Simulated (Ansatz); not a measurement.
```yaml
crystal:
  periodic: [false, false, false]
  atoms:
    - {symbol: Mg, position_ang: [1.825608, 0.467313, 0.852285]}
    - {symbol: Mg, position_ang: [0.440373, -2.791268, 0.642399]}
    - {symbol: Mg, position_ang: [-0.723695, -0.583808, 2.247242]}
    - {symbol: Mg, position_ang: [0.565495, 1.322732, -1.807858]}
    - {symbol: Mg, position_ang: [-0.509983, 2.140420, 0.923840]}
    - {symbol: Si, position_ang: [1.315178, -1.123252, -1.252951]}
    - {symbol: Si, position_ang: [-2.012288, 1.253247, -1.095816]}
    - {symbol: Si, position_ang: [-0.900687, -0.685385, -0.509142]}
basis:
  gaussian: {orbitals: def2-TZVPD, initial_orbitals: start.molden}
total_charge: -1
magnetization: {spin_polarized: true, initial_magnetization: 1}
hamiltonian: {xc: hse06, dispersion: d4}
scf: {omitted_lower_state_checks: [starts]}
output: {orbitals: {seedname: orbitals}}
```

The file start.molden holds the orbitals of an earlier run on this structure, at another level or in another basis.

```sh
$ ansatz run in.yaml --threads 4 --pin off --events-out ev --progress --plain --max-ram 4787MiB
```

Task: Does this run fit into the memory that it is given?

Result: No. It has 304 basis functions, and Ansatz plans for 4.94 GiB where 4.67 GiB are given.
